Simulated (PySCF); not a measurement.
Excitations are Tamm–Dancoff values on a coarser integration grid. The basis has no diffuse functions, so Rydberg states are missing or too high.

Cartesian coordinates (Å):
```xyz
3

S     -1.8867    -0.3835     0.0000
Si     0.0000    -0.0001     0.0000
S      1.8867     0.3836     0.0000
```
Charge 0, spin multiplicity 1.

Task: Predict the S1 excitation (TDA), total energy and HOMO–LUMO gap from PBE-D3(BJ)/def2-TZVP // B3LYP-D3(BJ)/def2-TZVP (PySCF).

Result: 
```json
{
  "S1 excitation (TDA)": "3.97 eV",
  "total_energy": "-1085.4799 Ha",
  "HOMO–LUMO gap": "3.82 eV"
}
```
